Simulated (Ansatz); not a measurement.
Reaction (redistribution): `N[SiH2][Ga]([F])[SiH3]` + `C[SiH](F)F` → `[F][Ga]([F])[SiH3]` + `C[SiH](F)[SiH2]N`

Program: Ansatz. Geometries: PBE0-D4/def2-TZVP. ΔE: electronic, gas phase. CCSD(T)/CBS is the MP2 limit (def2-TZVPP, def2-QZVPP) plus CCSD(T) − MP2 in def2-TZVPP, frozen cores. For Ga outer-core shells are correlated without core-valence functions, which leaves a few kJ/mol of doubt a bond. Scalar relativity is left out up to krypton. One conformer a species, not always the lowest.

| species | CCSD/CBS(def2) energy (Eh) |
| --- | --- |
| `N[SiH2][Ga]([F])[SiH3]` | -2660.83497 |
| `C[SiH](F)F` | -529.25196 |
| `[F][Ga]([F])[SiH3]` | -2414.46565 |
| `C[SiH](F)[SiH2]N` | -775.58735 |

Work out ΔE.

ΔE = (-2414.46565) + (-775.58735) − (-2660.83497) − (-529.25196) = 0.03393 Eh = +89.1 kJ/mol. CCSD(T)/CBS gives +87.7 kJ/mol.

Largest T1 diagnostic among the species: 0.015.

In def2-TZVPP, CCSD(T) changes the Hartree–Fock value by −3.3 kJ/mol (the triples alone add −1.3 kJ/mol) and MP2 by −4.0 kJ/mol. From PBE to PBE0 (25 % exact exchange), in def2-TZVPP and without D4, ΔE moves by +3.1 kJ/mol.
